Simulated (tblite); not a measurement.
C6H5S (doublet state).
SMILES with atom numbers: `[CH2:1][C:2](=[S:3])[CH:4]=[C:5]1[CH:6]=[CH:7]1` (hydrogens: H8, H9 on C1; H10 on C4; H11 on C6; H12 on C7)

Structure used (GFN2-xTB), in Å, numbered top down from 1:
```
atom  x, y, z in Å
C1     2.510    0.134    0.439
C2     1.167    0.305    0.482
S3     0.502    1.402    1.642
C4     0.279   -0.403   -0.414
C5    -1.038   -0.252   -0.404
C6    -2.243    0.344    0.116
C7    -2.370   -0.530   -0.875
H8     2.965   -0.539   -0.268
H9     3.161    0.665    1.110
H10    0.744   -1.081   -1.117
H11   -2.680    1.017    0.813
H12   -2.995   -1.064   -1.549
```

All values are computed: GFN2-xTB (tblite) harmonic vibrations without scaling, gas phase. Against measured fundamentals such values can be off by several per cent, at times by over 20. One conformer, not necessarily the lowest. Open shells enter through the occupations alone, without spin polarisation, and single modes of such species can be off by tens of per cent.

Harmonic wavenumbers (cm⁻¹): 72.2, 115.7, 184.6, 285.9, 341.7, 384.5, 474.4, 534.2, 585.7, 676.7, 732.1, 748.3, 797.8, 812.1, 861.2, 889.0, 933.2, 991.9, 1040.4, 1197.2, 1272.4, 1383.1, 1509.5, 1576.4, 1902.6, 3052.0, 3099.4, 3145.7, 3219.7, 3245.5.

A = 4568, B = 1573, C = 1170 MHz; mass 109.011 u (most abundant isotopes); point group Cs, symmetry number 1; spin multiplicity 2.

Zero-point energy?

Half the sum of the wavenumbers: 18033 cm⁻¹ = 51.56 kcal/mol.

Give the ideal-gas entropy at 350 K and 1 bar in the rigid-rotor, harmonic-oscillator model (classical rotation).

Translation 40.80, rotation 28.52, vibration 20.62, spin (R ln 2) 1.38: S = 91.3 cal/(mol K).

And Cp and H(350 K) − H(0)?

Cp = 32.10 cal/(mol K), of which vibrations give 24.15 (their classical limit is 30 R = 59.6); H(350 K) − H(0) = 6.82 kcal/mol without the zero-point energy, 4.04 from vibrations.

How do the functions run with temperature in this model?

| T (K) | S (cal/(mol K)) | Cp (cal/(mol K)) | H − H(0) (kcal/mol) | G − H(0) (kcal/mol) | ln q(vib) |
| --- | --- | --- | --- | --- | --- |
| 100 | 64.8 | 13.9 | 1.05 | -5.43 | 0.75 |
| 200 | 76.6 | 21.2 | 2.80 | -12.52 | 2.17 |
| 300 | 86.6 | 28.7 | 5.30 | -20.69 | 3.75 |
| 500 | 104.2 | 40.1 | 12.27 | -39.83 | 7.08 |
| 800 | 125.3 | 49.6 | 25.87 | -74.39 | 11.91 |
| 1000 | 136.8 | 53.5 | 36.20 | -100.63 | 14.87 |

q(vib) and H(0) count from the zero-point level.

What must be added to the electronic energy to get the Gibbs energy at 350 K and 1 bar?

ZPE + [H(350 K) − H(0)] − T·S = 51.56 + 6.82 − 31.96 = 26.42 kcal/mol.

Blend soft modes into free rotors: weight 1/[1 + (100 cm⁻¹/ν̃)⁴] for the oscillator and the rest for a rotor with moment μB/(μ + B), μ = h/(8π²ν), B = 10⁻⁴⁴ kg m². What vibrational entropy results?

19.56 cal/(mol K) in place of 20.62, which changes −T·S at 350 K by +0.37 kcal/mol.

Which modes carry the vibrational entropy at 350 K?

72.2 cm⁻¹: 4.41; 115.7 cm⁻¹: 3.48; 184.6 cm⁻¹: 2.58; 285.9 cm⁻¹: 1.78; 341.7 cm⁻¹: 1.47; 384.5 cm⁻¹: 1.27 cal/(mol K); the other 24 give 5.63 together.

Hindered rotation and anharmonicity are outside this model. Other conformers, if any are populated, would add a mixing term that is left out.
